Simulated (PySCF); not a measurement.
B3LYP has the VWN-RPA correlation part, as in Gaussian. Delta-SCF ions had no search for a lower state. Excitations are Tamm–Dancoff values on a coarser integration grid. The basis has no diffuse functions, so Rydberg states are missing or too high.

Cl2F2Ge, SMILES `[Cl][Ge]([F])([F])[Cl]` (charge 0, multiplicity 1)

Calculation: B3LYP-D3(BJ)/def2-TZVP (PySCF).

The HOMO comes out as -9.84 eV and the dipole moment comes out as 1.27 D. The HOMO–LUMO gap comes out as 7.38 eV and the LUMO comes out as -2.47 eV. The S1 excitation (TDA) comes out as 6.22 eV, the S1 oscillator strength comes out as 0.016 and the T1 excitation (TDA) is 5.70 eV. The S1–T1 gap (TDA) is 0.52 eV. The vertical ionisation energy (Delta-SCF) is 12.31 eV and the total energy is -87007.17 eV. The cost is roughly 100 core-seconds.

Bonds (Å): F1–Ge2 1.716, Ge2–F3 1.716, Ge2–Cl4 2.113, Ge2–Cl5 2.113. Bond angles (°): F1–Ge2–F3 105.9, F1–Ge2–Cl4 109.3, F1–Ge2–Cl5 109.3, F3–Ge2–Cl4 109.3, F3–Ge2–Cl5 109.3, Cl4–Ge2–Cl5 113.4.
